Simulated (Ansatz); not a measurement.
Ideal-gas functions of CCl₃HfNO (`O=C=[N][Hf]([Cl])([Cl])[Cl]`) at 298.15 K and 1 bar, from an Ansatz frequency run at PBE0-D4/def2-TZVP.

Molar mass 326.87 g/mol, point group C3v (symmetry number 3), electronic degeneracy 1, moments of inertia 514.357, 792.516, 792.619 u Å². Harmonic wavenumbers (cm⁻¹, unscaled): 38, 38, 98, 99, 99, 158, 158, 381, 393, 393, 403, 654, 654, 1477, 2360.

Use S(trans) = R[1.5 ln M + 2.5 ln T − 1.1517]; rotational temperatures θ = 24.2544 K / I; S(rot) = R[ln(√π/σ · √(T³/θAθBθC)) + 1.5]; for each mode x = 1.438777 ν̃/T, S = R[x/(eˣ − 1) − ln(1 − e⁻ˣ)] and H = RT x/(eˣ − 1); 1 cm⁻¹ = 0.0119627 kJ/mol; R = 8.31446 J/(mol·K).

Q: By hand: the entropy, in J/(mol·K).

A: Translation 181.1. Rotation: θ = 0.0472, 0.0306, 0.0306 K, giving 120.8. Vibration, mode by mode: 22.43, 22.43, 14.62, 14.53, 14.53, 10.77, 10.77, 4.33, 4.14, 4.14, 3.98, 1.53, 1.53, 0.05, 0.00, in all 129.8. Electronic 0.0. Sum 431.7 J/(mol·K).

Q: By hand: H − E and G − E in kJ/mol, counted from the electronic energy.

A: Zero-point energy ½ × 7403 × 0.0119627 = 44.3; thermal vibration 17.7; translation, rotation and pV give 4 RT = 9.9. H − E = 71.9 kJ/mol, and G − E = 71.9 − 298.15 × 431.7/1000 = -56.8 kJ/mol.

Vibration gives 30 % of the entropy, 88.5 J/(mol·K) of it from the modes under 150 cm⁻¹: soft modes count most, and the harmonic formula is weakest for them. The sum counts one conformer and one mirror image; others add a mixing term.
